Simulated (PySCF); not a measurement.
Si(Cl)(F)2(NCO) (CClF₂NOSi), SMILES F[Si](F)(N=C=O)Cl.

Geometry: PBE-D3(BJ)/def2-SVP. The structure was generated by enumeration, and PubChem lists no compound with its InChIKey, so it may never have been made. The values are those of a single conformer.

Level of theory: PBE-D3(BJ)/def2-SVP run with PySCF.

Frequencies are harmonic and unscaled.

```tsv
mode	ν (cm⁻¹)	IR (km/mol)	moving atoms (share of kinetic energy)
1	36	0.1	O 36 %, Cl 29 %, N 20 %, F 9 %
2	46	0.0	N 35 %, F 34 %, O 29 %
3	205	0.5	F 67 %, Cl 19 %, N 9 %
4	206	1.5	N 39 %, F 33 %, Cl 20 %
5	290	30.1	F 60 %, O 12 %, C 8 %, N 8 %
6	309	19.5	F 41 %, N 30 %, Si 22 %
7	318	26.4	F 44 %, Cl 30 %, N 15 %, Si 9 %
8	518	37.6	F 29 %, Cl 29 %, Si 21 %, O 11 %
9	583	16.8	C 72 %, O 15 %, N 12 %
10	584	26.9	C 72 %, O 15 %, N 12 %
11	684	332.6	Si 68 %, O 14 %, Cl 9 %
12	892	202.8	F 54 %, Si 44 %
13	969	147.6	F 50 %, Si 50 %
14	1512	76.3	N 58 %, O 37 %
15	2421	1267.0	C 69 %, N 18 %, O 12 %
```
